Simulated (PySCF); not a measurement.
**Property card for `C[C@H]([NH3+])C(F)(F)F`**

Species: C₃H₇F₃N (charge +1).
Structure used (GFN2-xTB), in Å, numbered top down from 1:
```
atom  x, y, z in Å
C1    -1.3231   -0.3908    0.5106
C2     0.0686    0.2036    0.3933
N3     0.1165    1.2254   -0.7040
C4     1.1085   -0.8850    0.0314
F5     0.7906   -1.4346   -1.1458
F6     2.3120   -0.3162   -0.1200
F7     1.1837   -1.8239    0.9470
H8    -1.6250   -0.8763   -0.4155
H9    -2.0512    0.3723    0.7731
H10   -1.3361   -1.1426    1.2974
H11    0.3873    0.6706    1.3322
H12    1.0657    1.6194   -0.8123
H13   -0.1552    0.7855   -1.5997
H14   -0.5431    1.9923   -0.5099
```

Among its groups: CF3 group and C–F bond.

**GFN2-xTB geometry**

```
Point group of the GFN2-xTB geometry                  : C1
Rotational constants A, B, C of the GFN2-xTB geometry : 3.398, 2.390, 1.927 GHz
```

PBE0/def2-SVPD ground state and vertical TDDFT (core frozen in the response) (PySCF):

```
HOMO energy                                                       : -15.47 eV
LUMO energy                                                       : -5.09 eV
HOMO–LUMO gap                                                     : 10.38 eV
Lowest singlet excitation                                         : 9.19 eV (135 nm, f = 0.002)
Strongest line among the 8 lowest singlet transitions             : S5 at 10.62 eV (117 nm, f = 0.035)
Lowest triplet excitation (Tamm–Dancoff)                          : 9.05 eV
Static isotropic polarisability                                   : 44.8 au
Electronic spatial extent ⟨r²⟩ about the centre of nuclear charge : 681 bohr²
```

Monoisotopic mass of the ion (most abundant isotopes, electron mass counted): 114.0525 u.

The vertical singlet–triplet gap S1 − T1 is 0.14 eV (TDDFT singlet less Tamm–Dancoff triplet; S1: HOMO→LUMO, weight 0.99; T1: HOMO→LUMO, weight 0.97). The largest Löwdin shares of the HOMO are 0.19 on C2, 0.18 on C1, 0.13 on F6 and 0.12 on C4. The polarisability is 6.64 Å³ as a volume (1 au = 0.148185 Å³), or 0.77 au for each of the 58 electrons. The 8 singlets span 9.19 to 10.89 eV, and their oscillator strengths add up to 0.13. No computed singlet falls in the visible range (750 to 380 nm, 1.65 to 3.26 eV); S1 lies 5.93 eV above its blue end. S1 lies 1.19 eV below the HOMO–LUMO gap; its leading configuration is HOMO→LUMO, weight 0.99.

Geometry: GFN2-xTB; no solvent, vibrations or thermal averaging.

For the TDDFT job (PBE0/def2-SVPD), hardware: an x86-64 server with one thread (shared host). Cost: 31 s wall.
